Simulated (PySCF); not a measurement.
Computed IR spectrum (relative IR intensity) of a molecule C2H5ClFNSi. The structure is a stationary point at ωB97X-D3(BJ)/def2-SVP. One conformer was computed; it need not be the lowest. These are ωB97X-D3(BJ)/def2-SVP in PySCF values and carry that method's errors. Frequencies are harmonic and unscaled.

ν (cm⁻¹): 223 (w), 257 (vw), 331 (vw), 356 (w), 435 (s), 449 (w), 532 (s), 729 (w), 866 (w), 874 (s), 900 (m), 932 (vs), 1001 (w), 1172 (m), 1215 (m), 1355 (vw), 1553 (m), 1750 (vs), 2300 (s), 3617 (m), 3714 (m) (against the strongest line: vs over 80 %, s over 45 %, m over 15 %, w over 4 %, vw less)

Problem. Which structure fits?
A. C/C=N/[Si@@H](F)Cl
B. N[Si@H](Cl)/C=C/F
C. C/N=C/[Si@H](F)Cl
D. C=C[Si](N)(F)Cl

Solution. B, N[Si@H](Cl)/C=C/F
